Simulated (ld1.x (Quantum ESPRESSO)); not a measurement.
**Reading a pseudo-wave (palladium)**

Columns: radius, all-electron u(r) and pseudo u(r) of the 5p shell (level -10.13 eV) of palladium in the configuration [Kr] 4d8.5 5s0 5p0; LDA (PZ), scalar-relativistic, PAW scheme, ld1.x (Quantum ESPRESSO) 7.5.

| r (bohr) | all-electron | pseudo |
| --- | --- | --- |
| 0.138 | 0.0097 | -0.0038 |
| 0.275 | -0.1692 | -0.0151 |
| 0.413 | -0.0465 | -0.0336 |
| 0.550 | 0.1387 | -0.0586 |
| 0.688 | 0.2521 | -0.0898 |
| 0.825 | 0.2727 | -0.1258 |
| 0.963 | 0.2244 | -0.1662 |
| 1.100 | 0.1367 | -0.2095 |
| 1.238 | 0.0304 | -0.2552 |
| 1.375 | -0.0783 | -0.3015 |
| 1.513 | -0.1827 | -0.3480 |
| 1.650 | -0.2767 | -0.3931 |
| 1.788 | -0.3594 | -0.4365 |
| 1.925 | -0.4291 | -0.4766 |
| 2.062 | -0.4864 | -0.5130 |
| 2.200 | -0.5323 | -0.5451 |
| 2.338 | -0.5671 | -0.5720 |
| 2.475 | -0.5918 | -0.5931 |
| 2.613 | -0.6078 | -0.6079 |
| 2.750 | -0.6159 | -0.6159 |
| 2.888 | -0.6173 | -0.6173 |
| 3.025 | -0.6130 | -0.6130 |
| 3.162 | -0.6038 | -0.6038 |
| 3.300 | -0.5905 | -0.5905 |
| 3.438 | -0.5740 | -0.5740 |
| 3.575 | -0.5550 | -0.5550 |

How many radial nodes do the two functions have?

The all-electron 5p function has n − l − 1 = 3; the pseudo-wave has 0, since the states of the same l below it are removed with the core.

At about which radius was the pseudo-wave matched?

2.70 bohr, where the columns begin to agree (steps of 0.14 bohr).

Is the pseudo-wave norm-conserving?

No, it belongs to a PAW set: the norm inside the radius is not constrained, and the difference is carried by the augmentation charge.
